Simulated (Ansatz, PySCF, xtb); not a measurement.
Isomers of C2H4Cl2: 1 is ClCCCl, 2 is CC(Cl)Cl; one conformer of each (the lowest of an xTB search), B3LYP-D3(BJ)/def2-TZVP minima.
Isomer 1 (charge 0, multiplicity 1):
```xyz
8

Cl    -1.8053     0.9198     0.7834
C     -0.7151    -0.2282    -0.0823
C      0.7151     0.2282     0.0823
Cl     1.8053    -0.9198    -0.7834
H     -0.8734    -1.2117     0.3507
H     -1.0158    -0.2334    -1.1260
H      0.8734     1.2117    -0.3507
H      1.0158     0.2333     1.1260
```
Isomer 2 (charge 0, multiplicity 1, Z-matrix in Å and degrees):
```
C
H 1 1.0842
C 1 1.5083 2 112.86
H 3 1.0888 1 110.46 2 180.00
H 3 1.0903 4 109.02 1 -120.45
H 3 1.0903 4 109.02 5 -119.09
Cl 1 1.7967 2 105.83 3 121.45
Cl 1 1.7967 2 105.83 3 -121.45
```

No zero-point or thermal terms.

Run with Ansatz (a first-principles code) with Gaussian orbitals; PySCF for the dispersion terms; xtb for the GFN methods. 

Task: Estimate the electronic energy of isomer 2 less that of isomer 1 that GFN2-xTB returns for this input.

Result: -0.09 eV
